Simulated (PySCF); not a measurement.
CH₅F₃Si₂, SMILES C[Si@H](F)[SiH](F)F.

Coordinates come from a PBE-D3(BJ)/def2-SVP optimisation. The structure was generated by enumeration; whether it is a known compound was not checked. Other conformers were not sampled.

Two levels are set side by side: PBE/def2-TZVP (PySCF) and ωB97X/def2-TZVP (PySCF). Same geometry, gas phase. Differences are taken from unrounded values.

```csv
quantity,ωB97X
orbital gap (eV),11.92
highest occupied level (eV),-10.78
lowest empty level (eV),1.14
dipole moment (D),2.29
mean polarisability (bohr³),60.8
```

### Question
What does PBE give, and how far is it from ωB97X? (The exact figures need the calculation; the answer reports its results.)

### Answer

```json
[
 {"quantity": "orbital gap (eV)", "PBE": "5.31", "PBE minus ωB97X": "-6.61"},
 {"quantity": "highest occupied level (eV)", "PBE": "-7.14", "PBE minus ωB97X": "3.64"},
 {"quantity": "lowest empty level (eV)", "PBE": "-1.83", "PBE minus ωB97X": "-2.97"},
 {"quantity": "dipole moment (D)", "PBE": "2.24", "PBE minus ωB97X": "-0.06"},
 {"quantity": "mean polarisability (bohr³)", "PBE": "64.6", "PBE minus ωB97X": "3.8"}
]
```

PBE's occupied levels lie high since its potential decays too fast outside the molecule; exact exchange lowers them and widens the gap. Loosely held outer electrons make PBE densities more polarisable. Differences between two approximate levels are no errors against the true value.

Rough cost on one machine, each run with all the roots and properties that it gave: ωB97X against PBE within a factor of 2.
